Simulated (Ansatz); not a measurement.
Compare A (`C#[C][SnH]([CH3])[Cl]`) with its isomer B (`Cl[C]1=C[CH2][SnH2]1`).

Calculated with Ansatz (gas phase, PBE0-D4/def2-TZVP geometries, no zero-point term in ΔE). CBS: MP2 limit from def2 TZ/QZ plus the TZ coupled-cluster correction, frozen cores. Functionals use def2-TZVPP. B3LYP here is the variant with VWN-RPA as its local correlation; programs differ in this. def2 core potentials past Kr. For Sn outer-core shells are correlated without core-valence functions, which leaves a few kJ/mol of doubt a bond.

(1) Which is lower in electronic energy at CCSD(T)/CBS, and by how much? (Best estimate.)

(2) Give E(B) − E(A) in kJ/mol with B3LYP-D4, ωB97M-V, B2PLYP, PBE0-D4, r2SCAN-D4, HF/def2-TZVPP, CCSD/def2-TZVPP. (Estimate.)

Largest T1 diagnostic: 0.013.

Answers

(1) The calculation gave: A, by 131.8 kJ/mol.

(2) Computed: B3LYP-D4 125.6, ωB97M-V 124.8, B2PLYP 134.6, PBE0-D4 97.3, r2SCAN-D4 111.3, HF/def2-TZVPP 175.2, CCSD/def2-TZVPP 135.4. None reverses the order clearly.

From PBE to PBE0 (25 % exact exchange), in def2-TZVPP and without D4, E(B) − E(A) moves by +6.3 kJ/mol. The D4 term adds −4.8 kJ/mol with B3LYP and −2.1 kJ/mol with PBE0; it sums over pairs of atoms, weighted by their polarisabilities, and B3LYP, whose exchange is more repulsive, gets the larger term.
